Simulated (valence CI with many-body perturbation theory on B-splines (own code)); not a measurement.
Results of a calculation; reference values are marked as such.
**From CI to CI+MBPT in Sm XXXII**

Method: relativistic CI+MBPT: three valence electrons over a frozen Dirac-Fock core [Ar] 3d10, a basis of 11 s, 11 p, 9 d, 7 f, 5 g, 2 h, 1 i functions for each j, with the one-electron correlation potential Σ1 (screened to all orders), the two-electron term Σ2, the three-electron term Σ3, Breit, model QED; selected single and double excitations, second order for the rest (own B-spline code, finite nucleus).

No measured spectrum was set against this ion. As an estimate, large intervals hold to a few tenths of a per cent, small ones and those within an open d or f shell to about a per cent.

Each rung adds one term. CI alone is the Dirac-Coulomb CI over the frozen core; QED comes last and gives the full result, which names the levels. Energies are above (4s^2 4p1/2) J=1/2 on the same rung, in eV.

Levels are named by their leading jj configuration (3d3/2^4 stands for four electrons in 3d with j = 3/2), which in mixed levels can hold well under half, so a name can repeat and another be missing. Letters in brackets count levels of one name in rising energy.

```tsv
Level	CI alone	+ Σ1	+ Σ2	+ Σ3	+ Breit	Full
(4s^2 4p3/2) J=3/2	37.87	38.03	38.10	38.10	37.63	37.68
(4s 4p1/2^2) J=1/2	67.53	67.48	67.68	67.69	68.11	67.52
(4s 4p1/2 4p3/2) J=3/2 [a]	96.35	96.45	96.98	96.99	96.97	96.43
(4s 4p1/2 4p3/2) J=5/2	102.58	102.68	103.01	103.02	102.95	102.42
(4s 4p1/2 4p3/2) J=3/2 [b]	111.99	112.10	112.03	112.03	111.96	111.44
(4s 4p1/2 4p3/2) J=1/2	115.71	115.81	115.17	115.17	115.17	114.62
(4s 4p3/2^2) J=5/2	137.40	137.66	138.11	138.12	137.59	137.14
(4s 4p3/2^2) J=3/2	152.21	152.38	151.84	151.85	151.30	150.97
(4s 4p3/2^2) J=1/2	153.31	153.58	153.33	153.32	152.86	152.37
(4s^2 4d3/2) J=3/2	161.69	161.82	160.97	160.96	160.33	160.12
(4s^2 4d5/2) J=5/2	166.91	167.01	166.29	166.29	165.41	165.36
(4p1/2^2 4p3/2) J=3/2	181.83	181.87	181.57	181.58	181.96	180.85
(4s 4p1/2 4d3/2) J=3/2 [a]	209.18	209.17	209.56	209.58	209.34	208.66
(4s 4p1/2 4d3/2) J=5/2	211.15	211.22	211.60	211.62	211.40	210.58
(4p1/2 4p3/2^2) J=3/2	213.79	213.94	213.88	213.90	213.77	212.81
(4p1/2 4p3/2^2) J=5/2	217.48	217.55	217.70	217.72	217.41	216.64
(4p1/2 4p3/2^2) J=1/2	224.28	224.42	224.08	224.09	223.89	223.04
(4s 4p1/2 4d3/2) J=3/2 [b]	224.87	224.86	224.51	224.52	224.18	223.56
(4s 4p1/2 4d3/2) J=1/2	225.00	225.04	224.59	224.60	224.43	223.61
(4s 4p1/2 4d5/2) J=5/2 [a]	225.72	225.76	225.52	225.53	225.10	224.46
(4s 4p1/2 4d5/2) J=7/2	226.18	226.21	226.32	226.34	225.80	225.20
(4s 4p1/2 4d5/2) J=5/2 [b]	235.97	236.01	235.64	235.64	235.20	234.55
(4s 4p1/2 4d5/2) J=3/2	239.99	240.04	239.24	239.23	238.87	238.18
(4p3/2^3) J=3/2	252.27	252.52	252.65	252.67	252.02	251.23
(4s 4p3/2 4d5/2) J=9/2	253.83	254.01	254.55	254.58	253.60	253.06
(4s 4p3/2 4d3/2) J=5/2 [a]	254.65	254.77	254.64	254.66	253.91	253.33
(4s 4p3/2 4d3/2) J=1/2 [a]	254.60	254.73	254.70	254.71	253.99	253.42
(4s 4p3/2 4d3/2) J=7/2	255.83	255.97	255.90	255.92	255.09	254.53
(4s 4p3/2 4d3/2) J=3/2 [a]	256.16	256.34	256.24	256.26	255.53	254.87
(4s 4p3/2 4d5/2) J=5/2 [a]	263.52	263.70	263.59	263.61	262.67	262.12
(4s 4p3/2 4d3/2) J=3/2 [b]	264.16	264.31	263.69	263.70	262.94	262.35
```

(1) How does the ionisation energy move along the ladder, and which term matters most?

Results:

(1) CI alone 1227.5, + Σ1 1229.1, + Σ2 1229.0, + Σ3 1229.0, + Breit 1227.7, + QED 1227.8 eV. The largest step is Σ1, 1.7 eV. NIST lists 1226 ± 4 eV (theoretical).
